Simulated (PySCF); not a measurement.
F4Zr, SMILES [F][Zr+]([F])([F])[F] (connectivity only; charge and spin as stated), charge +1, multiplicity 2.

The structure is a stationary point at B3LYP-D3(BJ)/def2-SVP. The spin state was assumed, not searched. The def2 effective core potentials stand for the cores of Zr; spin–orbit coupling is left out.

Method: PBE/def2-TZVPD run with PySCF.

The molecule is in vacuum.

**Question.** Estimate the frontier levels, dipole moment and polarisability. (The exact figures need the calculation; the answer reports its results.)

**Answer.** 
```
Item                                                               Result
------------------------------------------------  -----------------------
α spin, highest occupied and lowest empty level      -16.32 and -10.46 eV
β spin, highest occupied and lowest empty level      -16.32 and -15.26 eV
dipole moment about the centre of nuclear charge                   0.08 D
mean static polarisability                           37.7 bohr³ (5.59 Å³)
polarisability, principal values                   36.4, 36.7, 39.9 bohr³
⟨S²⟩                                              0.755 (pure state 0.75)
```
